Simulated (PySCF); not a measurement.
Assigning NMR signals

Atoms are numbered as in `[CH2:1]=[N:2][SiH2:3][Si@@H:4]([CH:5]=[O:6])[O:7][CH3:8]` (H(Xn): hydrogen on atom n). Ha(C1) is cis to Si3; Ha(Si3) is pro-R; Hb(Si3) is pro-S; Hb(C1) is trans to Si3.

PySCF 2.14 calculation with shieldings: GIAO PBE0/pcSseg-1 and GFN2-xTB structure; fast rotation and ring inversion assumed for equivalent nuclei, a single conformation, gas phase, no relativistic terms.

Scale: $^{13}$C and $^{1}$H against TMS (reference shieldings calculated alike).

Problem. Assign these signals to the numbered atoms. $^{13}$C{$^{1}$H} NMR (computed): δ 255.5, 173.6, 54.7.

Solution. 
255.5 → C5, carbonyl carbon
173.6 → C1, C=N carbon
54.7 → C8, methyl carbon bonded to O: the inductive effect lowers its shielding

Problem. Assign these signals to the numbered atoms. $^{1}$H NMR (600 MHz, computed): δ 12.47 (d, 1H), 8.74 (m, 1H), 8.64 (m, 1H), 5.43 (m, 1H), 5.11 (m, 1H), 4.99 (m, 1H), 4.13 (s, 3H).

Solution. 
12.47 → H(C5), hydrogen on a carbonyl carbon
8.74 → Ha(C1), hydrogen on a C=N carbon
8.64 → Hb(C1), hydrogen on a C=N carbon
5.43 → Ha(Si3), hydrogen on a silicon bonded to N, Si
5.11 → Hb(Si3), hydrogen on a silicon bonded to N, Si
4.99 → H(Si4), hydrogen on a silicon bonded to C, O, Si
4.13 → H(C8), hydrogen on a methyl carbon bonded to O: its carbon carries O, which withdraws density

Ha(C1) and Hb(C1); Hb(Si3) and H(Si4) lie closer than the usual error of such a calculation, so a measured spectrum could show them in the other order.

Shifts are as computed. Against solution values, carbons near 30 ppm lie about +3 ppm off and those near 130 ppm about +5 ppm. Of 1211 compounds with measured shifts, 218 miss one by over three times the rms of a fit or turn the order of signals round; such compounds aren't used in these exercises. No couplings were computed; multiplicities are counted from neighbouring protons, with m where these are inequivalent, close in shift, in a saturated or five-membered ring or joined by F or P, and br s for small geminal =CH2 splittings.
